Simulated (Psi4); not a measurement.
arsenic trifluoride (AsF3), singlet (typed; the unrestricted solution is spin-contaminated), geometry from GFN2-xTB, with bond 1-2 at 1.8 times its length; Psi4 with HF/cc-pVDZ.

Psi4 was given this input:
```
memory 2 GB

molecule mol {
0 1
F    -1.528005   -2.102900   -1.252987
As    0.013194   -0.005516    0.423912
F     1.416347   -0.120513   -0.564356
F    -0.621699    1.311469   -0.482288
}

set {
  basis cc-pvdz
  reference uhf
  stability_analysis follow
  scf_type pk
}

energy('scf')
print_variables()
```

Output, abridged:

```
   => Loading Basis Set <=

    Name: CC-PVDZ
    Role: ORBITAL
    Keyword: BASIS

         ---------------------------------------------------------
                                   SCF
               by Justin Turney, Rob Parrish, Andy Simmonett
                          and Daniel G. A. Smith
                              UHF Reference
         ---------------------------------------------------------

  ==> Geometry <==

    Molecular point group: c1
    Full point group: C1

    Geometry (in Angstrom), charge = 0, multiplicity = 1:

       Center              X                  Y                   Z               Mass
    ------------   -----------------  -----------------  -----------------  -----------------
         F           -1.429881819092    -1.968430798626    -1.162557627098    18.998403162730
         AS           0.111317180908     0.128953201374     0.514341372902    74.921594570000
         F            1.514470180908     0.013956201374    -0.473926627098    18.998403162730
         F           -0.523575819092     1.445938201374    -0.391858627098    18.998403162730

  Running in c1 symmetry.

  Rotational constants: A =      0.18185  B =      0.08565  C =      0.07589 [cm^-1]
  Rotational constants: A =   5451.75371  B =   2567.70134  C =   2275.26004 [MHz]
  Nuclear repulsion =  274.410298056184331

  Charge       = 0
  Multiplicity = 1
  Electrons    = 60
  Nalpha       = 30
  Nbeta        = 30

  ==> Algorithm <==

  SCF Algorithm Type is PK.
  DIIS enabled.
  MOM disabled.
  Fractional occupation disabled.
  Guess Type is SAD.
  Energy threshold   = 1.00e-06
  Density threshold  = 1.00e-06
  Integral threshold = 1.00e-12

  ==> Primary Basis <==

  Basis Set: CC-PVDZ
    Blend: CC-PVDZ
    Number of shells: 29
    Number of basis functions: 69
    Number of Cartesian functions: 74
    Spherical Harmonics?: true
    Max angular momentum: 2

  ==> Integral Setup <==

  Using in-core PK algorithm.
   Calculation information:
      Number of atoms:                   4
      Number of AO shells:              29
      Number of primitives:            156
      Number of atomic orbitals:        74
      Number of basis functions:        69

      Integral cutoff                 1.00e-12
      Number of threads:                 1

  Performing in-core PK
  Using 5834640 doubles for integral storage.
  We computed 78322 shell quartets total.
  Whereas there are 94830 unique shell quartets.

  ==> DiskJK: Disk-Based J/K Matrices <==

    J tasked:                  Yes
    K tasked:                  Yes
    wK tasked:                  No
    Schwarz Cutoff:          1E-12

  Minimum eigenvalue in the overlap matrix is 4.8255179372E-02.
  Reciprocal condition number of the overlap matrix is 1.7281809479E-02.
    Using symmetric orthogonalization.

  ==> Pre-Iterations <==

  SCF Guess: Superposition of Atomic Densities via on-the-fly atomic UHF (no occupation information).

   -------------------------
    Irrep   Nso     Nmo
   -------------------------
     A         69      69
   -------------------------
    Total      69      69
   -------------------------

  ==> Iterations <==

                        Total Energy        Delta E     RMS |[F,P]|

   @UHF iter SAD: -2527.41586350724447   -2.52742e+03   0.00000e+00
   @UHF iter   1: -2532.05708668518855   -4.64122e+00   1.34306e-02 ADIIS/DIIS
   @UHF iter   2: -2532.20104955719989   -1.43963e-01   9.35133e-03 ADIIS/DIIS
   @UHF iter   3: -2532.32249093030714   -1.21441e-01   3.32722e-03 ADIIS/DIIS
   @UHF iter   4: -2532.34367163059187   -2.11807e-02   4.04930e-04 ADIIS/DIIS
   @UHF iter   5: -2532.34434204936451   -6.70419e-04   2.67939e-04 ADIIS/DIIS
   @UHF iter   6: -2532.34453041119787   -1.88362e-04   1.54130e-04 ADIIS/DIIS
   @UHF iter   7: -2532.34459994374902   -6.95326e-05   2.42941e-05 DIIS
   @UHF iter   8: -2532.34460363505286   -3.69130e-06   5.91718e-06 DIIS
   @UHF iter   9: -2532.34460405601976   -4.20967e-07   2.81545e-06 DIIS
[...]
    Wavefunction unstable!
    Lowest UHF->UHF stability eigenvalues:
       A -0.190808

    Rotating orbitals by 0.5 * pi / 2 radians along unstable eigenvector.
    Running SCF again with the rotated orbitals.
   @UHF iter  12: -2532.07947751377424   -2.53208e+03   8.53122e-03 ADIIS/DIIS
   @UHF iter  13: -2532.36580483243142   -2.86327e-01   5.77758e-03 ADIIS/DIIS
   @UHF iter  14: -2532.43840265311974   -7.25978e-02   8.70301e-04 ADIIS/DIIS
   @UHF iter  15: -2532.44501117487107   -6.60852e-03   4.33655e-04 ADIIS/DIIS
   @UHF iter  16: -2532.44607025379310   -1.05908e-03   1.68216e-04 ADIIS/DIIS
   @UHF iter  17: -2532.44637867930169   -3.08426e-04   6.53954e-05 DIIS
   @UHF iter  18: -2532.44641332684569   -3.46475e-05   2.72737e-05 DIIS
   @UHF iter  19: -2532.44641771265424   -4.38581e-06   1.15015e-05 DIIS
   @UHF iter  20: -2532.44641949657716   -1.78392e-06   5.57602e-06 DIIS
   @UHF iter  21: -2532.44641999934311   -5.02766e-07   3.52968e-06 DIIS
   @UHF iter  22: -2532.44642023346250   -2.34119e-07   3.20010e-06 DIIS
   @UHF iter  23: -2532.44642044154671   -2.08084e-07   3.13153e-06 DIIS
   @UHF iter  24: -2532.44642077315029   -3.31604e-07   3.07884e-06 DIIS
   @UHF iter  25: -2532.44642205594164   -1.28279e-06   2.89022e-06 DIIS
   @UHF iter  26: -2532.44642650847754   -4.45254e-06   2.23584e-06 DIIS
   @UHF iter  27: -2532.44642822233800   -1.71386e-06   1.76396e-06 DIIS
   @UHF iter  28: -2532.44643018042871   -1.95809e-06   1.58685e-06 DIIS
   @UHF iter  29: -2532.44643021353886   -3.31102e-08   6.54263e-07 DIIS
    Wavefunction stable under totally symmetric rotations.
    Lowest totally symmetric eigenvalue: 0.004395
    Lowest UHF->UHF stability eigenvalues:
       A 0.004395

    Stability analysis over.

  ==> Post-Iterations <==

   @Spin Contamination Metric:   9.867696705E-01
   @S^2 Expected:                0.000000000E+00
   @S^2 Observed:                9.867696705E-01
   @S   Expected:                0.000000000E+00
   @S   Observed:                0.000000000E+00

    Orbital Energies [Eh]
    ---------------------

    Alpha Occupied:

[...]
    Alpha Virtual:

[...]
    Beta Occupied:

[...]
    Beta Virtual:

[...]
    Final Occupation by Irrep:
              A
    DOCC [    30 ]
    SOCC [     0 ]
    NA   [    30 ]
    NB   [    30 ]

  @UHF Final Energy: -2532.44643021353886

   => Energetics <=

    Nuclear Repulsion Energy =            274.4102980561843310
    One-Electron Energy =               -4078.1488022153303064
    Two-Electron Energy =                1271.2920739456071715
    Total Energy =                      -2532.4464302135388607

  UHF NO Occupations:
  HONO-2 :   28  A 1.9992503
  HONO-1 :   29  A 1.9924404
  HONO-0 :   30  A 1.1766289
  LUNO+0 :   31  A 0.8233711
  LUNO+1 :   32  A 0.0075596
  LUNO+2 :   33  A 0.0007497
  LUNO+3 :   34  A 0.0002337

Computation Completed

Properties will be evaluated at   0.000000,   0.000000,   0.000000 [a0]

Properties computed using the SCF density matrix

 Multipole Moments:

 ------------------------------------------------------------------------------------
     Multipole            Electronic (a.u.)      Nuclear  (a.u.)        Total (a.u.)
 ------------------------------------------------------------------------------------

 L = 1.  Multiply by 2.5417464519 to convert [e a0] to [Debye]
 Dipole X            :          0.1978191           -0.5242481           -0.3264290
 Dipole Y            :          0.0866547           -0.6073049           -0.5206502
 Dipole Z            :          3.4005439           -2.4222899            0.9782540
 Magnitude           :                                                    1.1552547

 ------------------------------------------------------------------------------------

  Variable Map:
  ----------------------------------------------------------------------------
[...]
  Array Variable Map:
  ----------------------------------------------------------------------------
[...]
[...]
```
